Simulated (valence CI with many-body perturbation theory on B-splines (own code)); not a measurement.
# Level structure of Ta68+

Calculated by valence CI with perturbative core correlation (CI+MBPT): three valence electrons over a frozen Dirac-Fock core [He], a basis of 11 s, 11 p, 10 d, 8 f, 5 g, 2 h functions for each j, with the one-electron correlation potential Σ1, the two-electron term Σ2, the three-electron term Σ3, Breit, model QED; selected CI, second order for the rest, scaled by the run's own slope (own B-spline code, finite nucleus).

No measured spectrum was set against this ion. As an estimate, large intervals hold to a few tenths of a per cent, small ones and those within an open d or f shell to about a per cent.

Levels 136 to 165 of 165, with energies above the lowest level, (2s^2 2p1/2) J=1/2. "Leading %" is the weight of the configuration and term that name the level; weights of strongly mixed levels are sums over their largest components and can fall short, so below about 35 % the name and the second component can differ from the true leading terms, or belong to a minority configuration. In the jj column 3d3/2^4 stands for four electrons in 3d with j = 3/2. Lifetimes count E1, E2, E3, M1 and M2 decay at the calculated energies, and are blank where another channel may lead or the interval is too uncertain; long ones can be off by a factor of two.

```
No.  Configuration  Term    J  E (× 10³ cm⁻¹)  Leading %      g  Second component  Lifetime              Leading jj
136          2p²3d    ²D  5/2          114630         59  1.192     16 % 2p²3d ²F    545 as    2p3/2^2 3d5/2 (99 %)
137          2p²3d    ²P  3/2          114640         42  1.182     27 % 2p²3d ²D    439 as    2p3/2^2 3d5/2 (96 %)
138         2s2p4p    ⁴P  3/2          114860         30  1.362    27 % 2s2p4p ⁴D   6.22 fs  2s 2p1/2 4p3/2 (100 %)
139          2p²3d    ²D  5/2          114960         67  1.182     12 % 2p²3d ²F    805 as    2p3/2^2 3d5/2 (99 %)
140         2s2p4d   ⁴F°  3/2          115020         58  0.685   15 % 2s2p4d ²D°   2.57 fs  2s 2p1/2 4d3/2 (100 %)
141         2s2p4p    ²P  1/2          115120         44  1.348    19 % 2s2p4p ²S   2.88 fs   2s 2p1/2 4p3/2 (97 %)
142         2s2p4p    ⁴D  5/2          115130         41  1.317    41 % 2s2p4p ²D   14.7 fs  2s 2p1/2 4p3/2 (100 %)
143         2s2p4p    ²D  3/2          115140         40  1.280    24 % 2s2p4p ²P   3.95 fs  2s 2p1/2 4p3/2 (100 %)
144         2s2p4d   ⁴F°  5/2          115270         43  1.005   32 % 2s2p4d ²F°   4.04 fs   2s 2p1/2 4d3/2 (98 %)
145         2s2p4d   ²P°  3/2          115320         26  1.049   25 % 2s2p4d ²D°   1.36 fs  2s 2p1/2 4d3/2 (100 %)
146         2s2p4d   ⁴D°  1/2          115330         52  0.449   40 % 2s2p4d ²P°   1.01 fs   2s 2p1/2 4d3/2 (99 %)
147         2s2p4d   ⁴P°  5/2          115420         27  1.239   26 % 2s2p4d ⁴D°   1.52 fs   2s 2p1/2 4d5/2 (98 %)
148         2s2p4f    ⁴G  5/2          115500         44  0.841    19 % 2s2p4f ⁴F   3.02 fs  2s 2p1/2 4f5/2 (100 %)
149         2s2p4d   ²F°  7/2          115680         41  1.224   36 % 2s2p4d ⁴F°   1.51 fs  2s 2p1/2 4d5/2 (100 %)
150         2s2p4f    ⁴F  7/2          115680         26  1.141    24 % 2s2p4f ⁴D   3.10 fs  2s 2p1/2 4f7/2 (100 %)
151         2s2p4d   ²F°  5/2          115700         38  1.149   26 % 2s2p4d ²D°   1.52 fs  2s 2p1/2 4d5/2 (100 %)
152         2s2p4d   ²P°  3/2          115710         39  1.130   31 % 2s2p4d ²D°   1.53 fs   2s 2p1/2 4d5/2 (99 %)
153          2p²4s    ⁴P  1/2          115750         44  1.978     30 % 2p²4s ²S   6.43 fs       2p1/2^2 4s (95 %)
154         2s2p4f    ²G  7/2          115770         40  0.982    31 % 2s2p4f ⁴G   3.04 fs  2s 2p1/2 4f5/2 (100 %)
155         2s2p4f    ⁴G  5/2          115780         31  0.911    28 % 2s2p4f ²F   3.01 fs  2s 2p1/2 4f5/2 (100 %)
156         2s2p4f    ⁴F  3/2          115780         47  0.666    41 % 2s2p4f ²D   2.99 fs  2s 2p1/2 4f5/2 (100 %)
157         2s2p4f    ²G  9/2          115950         41  1.173    32 % 2s2p4f ⁴G   3.11 fs  2s 2p1/2 4f7/2 (100 %)
158         2s2p4f    ⁴D  7/2          115950         31  1.137    28 % 2s2p4f ²G   3.11 fs  2s 2p1/2 4f7/2 (100 %)
159         2s2p4f    ²D  5/2          115960         40  1.083    28 % 2s2p4f ²F   3.10 fs  2s 2p1/2 4f7/2 (100 %)
160          2p²4p   ²P°  1/2          115970         46  0.652    37 % 2p²4p ⁴D°   3.54 fs    2p1/2^2 4p1/2 (97 %)
161          2p²4p   ²P°  3/2          117360         35  1.326    19 % 2p²4p ⁴D°   3.74 fs    2p1/2^2 4p3/2 (98 %)
162          2p²4d    ²D  3/2          117510         43  0.790     32 % 2p²4d ⁴F   4.10 fs    2p1/2^2 4d3/2 (98 %)
163          2p²4d    ²D  5/2          117920         37  1.193     18 % 2p²4d ⁴D   1.52 fs    2p1/2^2 4d5/2 (98 %)
164          2p²4f   ²F°  5/2          117970         42  0.848    29 % 2p²4f ⁴G°   3.06 fs    2p1/2^2 4f5/2 (98 %)
165          2p²4f   ²F°  7/2          118150         37  1.135    17 % 2p²4f ²G°   3.13 fs    2p1/2^2 4f7/2 (98 %)
```
